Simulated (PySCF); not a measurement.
**Indirect couplings**

Geometry (Å), atoms numbered from 1 in this order:
```xyz
6

Zn   -0.0093    0.0071   -1.2394
C     0.0026   -0.0004    0.7042
H    -0.4463    0.9173    1.1187
H     1.0297   -0.0721    1.0992
H    -0.5650   -0.8557    1.1070
H    -0.0117    0.0038   -2.7897
```

Indirect spin–spin couplings were computed at PBE/pcJ-1 (pcSseg-1 on Zn) (PySCF 2.14) on a PBE0-D3(BJ)/def2-SVP structure, for the isolated molecule, without vibrational or relativistic corrections. Couplings are averaged over pairs made equivalent by symmetry, fast rotation or ring inversion, so a value needn't be that of the named pair in this geometry, while other rotamers aren't included; one pair stands for each set, and the list holds those of at least 1.5 Hz over up to four bonds.

Isotopes: $^{13}$C, $^{1}$H.

| pair | bonds | J (Hz) |
| --- | --- | --- |
| C2, H3 | 1 | ? |
| C2, H6 | 2 | 48.3 |
| H3, H4 | 2 | -12.3 |
| H3, H6 | 3 | ? |

Estimate the withheld couplings, with signs.

Results:


- $^{1}J$(C2,H3) = 120.2 Hz (bond length 1.103 Å)
- $^{3}J$(H3,H6) = -3.5 Hz
